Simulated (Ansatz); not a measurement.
FH3Se3Sn (`[F][Sn]([SeH])([SeH])[SeH]`), relaxed with RKS PBE0-D4/def2-TZVP in the Gaussian-basis code of Ansatz from a PBE-D4/def2-SVP geometry. The force threshold is 0.005 eV/Å; the program also tests the step.

Total charge 0; spin multiplicity 1. Sn takes the def2 core potential.

Start:

```xyz
8

F    -1.552    0.431    1.282
Sn    0.095    0.193    0.230
Se    1.486    2.326    0.332
Se   -0.705   -0.225   -2.164
Se    1.406   -1.695    1.343
H     0.364    3.072   -0.299
H    -1.391   -1.473   -1.732
H     0.298   -2.629    1.008
```

**Question.** How much energy does the relaxation release, and in how many steps? (Estimate.)

**Answer.** Ansatz gave: 10.81 kJ/mol, in 43 steps, 6 of them rejected.

**Question.** Which bonds change most? (An estimate is asked.)

**Answer.** Computed: Sn2–Se5 from 2.554 to 2.506 Å; F1–Sn2 from 1.968 to 1.923 Å; Sn2–Se4 from 2.558 to 2.515 Å; Sn2–Se3 from 2.548 to 2.509 Å.

**Question.** Give the relaxed structure. (Best estimate.)

**Answer.** Computed: 
```xyz
8

F    -1.601   -0.078    1.136
Sn    0.110    0.037    0.266
Se    1.030    2.350    0.586
Se   -0.492   -0.523   -2.111
Se    1.633   -1.587    1.418
H     0.585    2.710   -0.768
H    -1.899   -0.255   -1.777
H     0.635   -2.653    1.250
```
